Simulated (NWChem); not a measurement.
Species: C4H4ClF; SMILES C=C/C=C(\F)Cl

```xyz
10

C      0.4813    -3.1083     0.0000
C     -0.1860    -1.9306     0.0000
C      0.4590    -0.6310     0.0000
C     -0.2184     0.5416     0.0000
F     -1.5522     0.6036     0.0000
Cl     0.5195     2.1023     0.0000
H      1.5829    -3.1447     0.0000
H     -0.0551    -4.0684     0.0000
H     -1.2889    -1.9327     0.0000
H      1.5574    -0.5735     0.0000
```
Atoms are numbered in this order, from 1.

Level: PBE-D3(BJ)/def2-SVP (NWChem), optimised geometry, unscaled harmonic frequencies. 

```tsv
frequency (cm⁻¹)	IR intensity (km/mol)
138	0.0
155	1.5
195	0.3
343	2.6
402	2.5
457	2.9
523	0.7
660	10.0
820	59.9
836	1.1
879	41.6
939	25.3
996	17.9
1054	96.1
1177	14.3
1247	34.3
1289	36.9
1390	21.2
1626	19.2
1671	162.0
3079	3.5
3101	3.2
3139	3.0
3183	5.5
```

```
Item                                                                               Result
-----------------------------------------------------------------------  ----------------
zero-point energy                                                           41.9 kcal/mol
thermal correction to the enthalpy at 298.15 K (with zero-point energy)     46.4 kcal/mol
heat capacity Cv                                                         21.8 cal/(mol K)
entropy at 298.15 K and 1 atm (symmetry number 1)                        80.0 cal/(mol K)
dipole moment                                                                      0.80 D
```

Rigid rotor and harmonic oscillator.
